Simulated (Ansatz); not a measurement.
One change: `[CH3][GeH2][C](=O)O` becomes `O=[C](O)[GaH2]`.

Ansatz, PBE0-D4/def2-TZVP geometries, multiplicity 1. Each molecule was computed in one conformer, which needn't be the lowest.

Scalar relativity is left out up to krypton.

| property | `[CH3][GeH2][C](=O)O` |
| --- | --- |
| HOMO–LUMO gap (ωB97M-V/def2-TZVPP) / eV | 11.72 |
| size of the dipole moment (B3LYP/def2-TZVPP) / D | 2.22 |
| LUMO energy (PBE0/def2-TZVPP) / eV | -0.41 |
| size of the dipole moment (ωB97M-V/def2-TZVPP) / D | 2.22 |
| size of the dipole moment (PBE/def2-TZVPP) / D | 2.12 |
| LUMO energy (PBE/def2-TZVPP) / eV | -1.47 |

(1) What does the change do to each property? (An estimate is asked.)

## Answers

(1) Computed: 
```json
{"property": "HOMO–LUMO gap (ωB97M-V/def2-TZVPP) / eV", "`O=[C](O)[GaH2]`": "9.60", "shift": "-2.12"}
{"property": "size of the dipole moment (B3LYP/def2-TZVPP) / D", "`O=[C](O)[GaH2]`": "1.47", "shift": "-0.75"}
{"property": "LUMO energy (PBE0/def2-TZVPP) / eV", "`O=[C](O)[GaH2]`": "-1.88", "shift": "-1.47"}
{"property": "size of the dipole moment (ωB97M-V/def2-TZVPP) / D", "`O=[C](O)[GaH2]`": "1.52", "shift": "-0.70"}
{"property": "size of the dipole moment (PBE/def2-TZVPP) / D", "`O=[C](O)[GaH2]`": "1.34", "shift": "-0.78"}
{"property": "LUMO energy (PBE/def2-TZVPP) / eV", "`O=[C](O)[GaH2]`": "-2.67", "shift": "-1.20"}
```

With PBE0 the HOMO rises by 0.15 eV and the LUMO falls by 1.47 eV, so the gap narrows by about 1.62 eV. PBE moves the HOMO by 0.05 eV and ωB97M-V by 0.17 eV. Dipoles are sizes alone; their direction can turn.

B3LYP here is the variant with VWN-RPA as its local correlation; programs differ in this.
